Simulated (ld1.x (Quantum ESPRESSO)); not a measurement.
## scandium (Sc), PAW: configuration errors across variants

ld1.x (Quantum ESPRESSO) 7.5 input, shortened:

```
&input
   title='Sc', zed=21., rel=1, dft='REVPBE', iswitch=3,
   config='[Ar] 3d0 4s0 4p0'
 /
 &inputp
   pseudotype=3, lpaw=.true., tm=.true., lloc=-1, rcloc=1.90,
   nlcc=.false.,
   which_augfun='BESSEL', rmatch_augfun=1.40
 /
6
3S  1  0   2.00   0.00  1.55  1.90  0.0
4S  2  0   0.00   0.00  1.55  1.90  0.0
3P  2  1   6.00   0.00  1.45  1.70  0.0
4P  3  1   0.00   0.00  1.45  1.70  0.0
3D  3  2   0.00   0.00  1.75  2.30  0.0
3D  3  2   0.00   2.55  1.75  2.30  0.0
 &test
   configts(1)='3s2 3p6 3d0 4s0 4p0'
 /
```

All-electron excitation energies from the reference (eV): (1) 3s2 3p6 3d1 4s2 4p0 -44.269; (2) 3s2 3p6 3d1 4s1 4p0 -37.435; (3) 3s2 3p6 3d1 4s0 4p0 -24.796; (4) 3s2 3p6 3d2 4s0 4p0 -36.787; (5) 3s2 3p6 3d0 4s2 4p0 -35.944; (6) 3s1 3p6 3d1 4s2 4p0 17.760; (7) 3s2 3p6 3d0 4s2 4p1 -40.851.

The overlap operator is not positive definite (basis up to 400 Ry) in “local potential all-electron potential smoothed inside 2.10 bohr (lloc = -1)”. Such files are unfit for use, however small their errors in these radial tests.

Tests that are not counted but printed errors over 1 eV. “waves 3d (bound): rcut 1.75, rcutus 3.48 bohr; 3d channel at 2.55 Ry: rcut 1.75, rcutus 3.48 bohr”: 3s2 3p6 3d2 4s0 4p0 (solver errors, printed error -32.1 eV). “waves 3s (bound): rcut 1.55, rcutus 2.28 bohr; 4s (bound): rcut 1.55, rcutus 2.28 bohr”: 3s2 3p6 3d2 4s0 4p0 (solver errors, printed error -857 eV).

3 further variants failed, have other tests or another functional or relativity, and are left out.

Errors AE − PS in meV (a dash: test not solved or not reliable):

| change | (1) | (2) | (3) | (4) | (5) | (6) | (7) | bound ghosts |
| --- | --- | --- | --- | --- | --- | --- | --- | --- |
| base | -1.3 | -0.5 | +0.4 | -2.9 | +0.8 | -11 | +1.5 | none |
| waves 3d (bound): rcut 1.75, rcutus 3.48 bohr; 3d channel at 2.55 Ry: rcut 1.75, rcutus 3.48 bohr | -382 | -254 | -78 | – | +0.8 | +20 | +1.5 | none |
| local potential all-electron potential smoothed inside 2.10 bohr (lloc = -1) | +73 | +36 | +2.6 | +19 | +13 | -4.3 | +15 | not determined (overlap not positive) |
| waves 3p (bound): rcut 1.45, rcutus 2.34 bohr; 4p (bound): rcut 1.45, rcutus 2.34 bohr | -1.0 | -8.8 | -18 | -27 | +14 | +23 | +19 | none |
| all radii but the core radius scaled by about 0.94 (s 1.78, p 1.60, d 2.16 bohr, rcut 1.46/1.36/1.64); local potential all-electron potential smoothed inside 1.78 bohr (lloc = -1); augmentation BESSEL, radius 1.32 bohr | +4.2 | +4.0 | +3.0 | +16 | +0.7 | -9.6 | +1.1 | none |
| wave 3d channel at 2.55 Ry: rcut 1.75, rcutus 2.30 bohr becomes 3d channel at 4.92 Ry: rcut 1.75, rcutus 2.30 bohr | -62 | -53 | -36 | -215 | +0.8 | -13 | +1.5 | none |
| waves 3s (bound): rcut 1.55, rcutus 2.28 bohr; 4s (bound): rcut 1.55, rcutus 2.28 bohr | -12 | -3.2 | +5.2 | – | – | – | – | none |
| local potential all-electron potential smoothed inside 1.68 bohr (lloc = -1) | +0.6 | +0.7 | +0.3 | -3.6 | +2.2 | -6.4 | +4.0 | none |

Question: Give the same row for: augmentation PSQ, inside the norm-conserving radii.

Answer: -3.4, -2.3, -1.2, -6.6, +0.3, -12, +0.9; bound ghosts: none.
